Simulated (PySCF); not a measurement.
# C₆ coefficients of unlike pairs at UHF

Calculated with PySCF 2.14 from the dipole response of each species, C₆(A,B) = (3/π) ∫ α_A(iu) α_B(iu) du, in atomic units, from isotropic polarisabilities. For ions this is the dispersion term alone; charge-induced terms of lower order in 1/R come first.

```csv
species,configuration,basis,relativity,α (bohr³),C₆ (like pair)
Kr⁺,[Ar] 3d10 4s2 4p5 (2P),"aug-cc-pVTZ-PP with one added diffuse shell each of s, d, f type with ECP10MDF (7s5p5d3f)",core potential,10.59,64.63
Mn³⁺,[Ar] 3d4 (5D),aug-cc-pVQZ (9s8p6d4f3g2h),none,1.803,4.468
He,1s2 (1S),aug-cc-pVTZ (4s3p2d),none,1.316,1.377
Cl⁺,[Ne] 3s2 3p4 (3P),dyall-av2z (13s9p2d),none,8.438,40.94
```

(1) Estimate C₆ for Mn³⁺ with Kr⁺.

No spin-orbit coupling is included.

The other pairs:

```
     pair     C₆
Cl⁺, Mn³⁺  12.19
 Cl⁺, Kr⁺  51.42
 He, Mn³⁺  2.372
  Cl⁺, He  7.407
  He, Kr⁺  9.320
```

Results:

(1) The integral gives 15.41. The combination rule 2 C_A C_B / (C_A α_B/α_A + C_B α_A/α_B) gives 15.50 and the geometric mean 16.99.
